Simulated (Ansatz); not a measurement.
The cluster Mg2Al2. The state is a singlet with charge 0. Geometry PBE0-D4/def2-TZVP; atoms count from 1.

```xyz
4

Al   -0.853   -0.653    0.512
Al    0.854    0.656   -0.505
Mg    1.818   -1.851    0.668
Mg   -1.819    1.847   -0.674
```

The restricted singlet is unstable towards broken spin symmetry at other levels; at PBE0-D4/def2-TZVP this wasn't settled. The geometry of the singlet was relaxed on an unsound state (restricted singlet, unstable towards broken spin symmetry at other levels and untested here). Another isomer (singlet) lies 0.66 eV lower at PBE0-D4/def2-TZVP; other spin states weren't run for this one.

Estimate the Mulliken populations from the PBE0/def2-TZVP orbitals of Ansatz.


```
atom  charge (e)
 Al1       -0.10
 Al2       -0.10
 Mg3        0.10
 Mg4        0.10
```
Mulliken values and Mayer orders depend strongly on the basis.

And the Mayer bond orders between bonded heavy atoms (over 0.3)?

Al1–Al2 1.43 (2.38 Å); Al1–Mg3 0.55 (2.93 Å); Al1–Mg4 0.55 (2.93 Å); Al2–Mg3 0.55 (2.93 Å); Al2–Mg4 0.55 (2.93 Å). Values over 0.3 also appear between atoms too far apart for a bond (Mg3–Mg4 0.39 at 5.36 Å); they arise where an orbital or an unpaired electron spreads over both atoms.
